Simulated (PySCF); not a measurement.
# C2H12B3N3

The system: C2H12B3N3, a molecule; neutral, singlet. The structure, one conformer, was relaxed in the gas phase by PBE0-D3(BJ)/def2-SVP. No frequency run checks that it is a minimum.

SMILES: C#C[BH-]1[NH2+][BH2-][NH2+][BH2-][NH2+]1

```
atom   x (Å)   y (Å)   z (Å)
  N1   0.557   1.009   1.157
  B2  -0.814   1.493   0.500
  N3  -0.973   0.696  -0.848
  B4  -1.188  -0.861  -0.675
  N5  -0.268  -1.314   0.546
  B6   1.038  -0.465   0.798
  C7   1.917  -0.402  -0.506
  C8   2.599  -0.304  -1.511
  H9   1.314   1.639   0.891
 H10   0.470   1.112   2.167
 H11  -1.732   1.179   1.246
 H12  -0.767   2.698   0.294
 H13  -0.169   0.862  -1.458
 H14  -1.780   1.071  -1.343
 H15  -2.360  -1.068  -0.392
 H16  -0.825  -1.451  -1.680
 H17   0.010  -2.282   0.388
 H18  -0.821  -1.329   1.404
 H19   1.660  -0.932   1.745
 H20   3.216  -0.241  -2.389
```

Shieldings: GIAO PBE0/pcSseg-1. Shifts are against computed references at the same level: C TMS (σ 184.4 ppm), H TMS (σ 31.27 ppm). Core levels by delta-SCF with SCAN, pcX-2 on the ionised atom and pcseg-1 elsewhere, spin-free X2C; from the vacuum level, for chosen atoms.

(1) Give the shieldings and core levels atom by atom.

(2) By CAM-B3LYP/def2-SVPD (TDDFT singlets, Tamm-Dancoff triplets, ionisation by delta-SCF), where does absorption start, and what does vertical ionisation take?

Answers

(1) 
| atoms | bonded to | σ (ppm) | δ (ppm) | core level (eV) |
| --- | --- | --- | --- | --- |
| N1 | 2 B + 2 H | 220.7 | - | 1s 406.28 |
| B2 | 2 N + 2 H | 117.9 | - | 1s 194.99 |
| N3 | 2 B + 2 H | 225.6 | - | - |
| B4 | 2 N + 2 H | 116.4 | - | - |
| N5 | 2 B + 2 H | 224.8 | - | 1s 406.19 |
| B6 | 1 C + 2 N + 1 H | 121.4 | - | 1s 195.72 |
| C7 | 1 B + 1 C | 83.6 | 100.8 | - |
| C8 | 1 C + 1 H | 90.0 | 94.4 | - |
| H9 | 1 N | 29.14 | 2.12 | - |
| H10 | 1 N | 29.25 | 2.02 | - |
| H11 | 1 B | 28.81 | 2.46 | - |
| H12 | 1 B | 28.50 | 2.76 | - |
| H13 | 1 N | 28.10 | 3.16 | - |
| H14 | 1 N | 29.99 | 1.28 | - |
| H15 | 1 B | 28.66 | 2.61 | - |
| H16 | 1 B | 28.34 | 2.93 | - |
| H17 | 1 N | 29.62 | 1.65 | - |
| H18 | 1 N | 29.12 | 2.15 | - |
| H19 | 1 B | 28.36 | 2.91 | - |
| H20 | 1 C | 29.09 | 2.18 | - |

Values are those of this one static structure; atoms that internal rotation interchanges would show their mean in an NMR spectrum.

Core levels of C7 are left out, their hole states being strongly spin-contaminated.

(2) The first singlet with intensity lies at 6.47 eV (f 0.007); what lies below it is dark. The lowest singlet lies at 6.19 eV (f 0.001), the strongest of the first 6 at 7.37 eV (f 0.071), the lowest triplet at 5.15 eV; vertical ionisation takes 9.73 eV.
